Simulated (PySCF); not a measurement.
Calcium: a sound run and one with changed settings

Sound run: Ca [Ar] 4s2, Ca+ [Ar] 4s1. Calculation: PySCF 2.14, in x2c-TZVPall (6s5p3d, 36 functions); scalar relativity by spin-free X2C-1e. The sound run starts from symmetry-adapted Hartree-Fock orbitals and uses a fine grid where one is needed.

Changed run: initial guess 1e, at most 50 SCF cycles, level shift 0.1 hartree.

| species | method | sound run (hartree) | changed run (hartree) | converged |
| --- | --- | --- | --- | --- |
| Ca | UHF | -679.62020 | -679.36687 | yes |
| Ca | B3LYP | -680.46720 | -680.46720 | yes |
| Ca | PBE | -680.22392 | -680.22392 | yes |
| Ca+ | UHF | -679.43136 | -679.43136 | yes |
| Ca+ | B3LYP | -680.24048 | -680.18161 | no |
| Ca+ | PBE | -679.99986 | -679.99986 | yes |

Ionisation energy of Ca:

| method | sound run (eV) | changed run (eV) |
| --- | --- | --- |
| PBE | 6.097 | 6.097 |

The plain start fixes occupations by D2h representation alone, and Ca at UHF landed in another state (other ⟨L²⟩ or ⟨S²⟩). A level shift slows the SCF but leaves a converged energy unchanged.

For comparison, NIST gives 6.113 eV between the lowest levels.
